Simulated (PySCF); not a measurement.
## Electron correlation in N⁺ (nitrogen, charge +1)

[He] 2s1 2p3, high-spin 5S determinant (an excited configuration). All numbers are calculated (PySCF 2.14, scalar relativity by spin-free X2C-1e, in x2c-TZVPPall (5s3p2d1f, 31 functions)). Frozen: nothing; 6 electrons correlated.

| level | correlation energy (mhartree) |
| --- | --- |
| CCSD | -50.55 |
| (T) | -0.19 |
| CCSD(T) | -50.74 |

Diagnostics: T1 = 0.0016, D1 = 0.0030, largest double amplitude 0.025.

Question: Is a single reference adequate?

Answer: Yes: T1 lies below 0.03 and no double amplitude reaches 0.07.

This basis was not built for core-valence correlation, so the inner-shell part is incomplete.
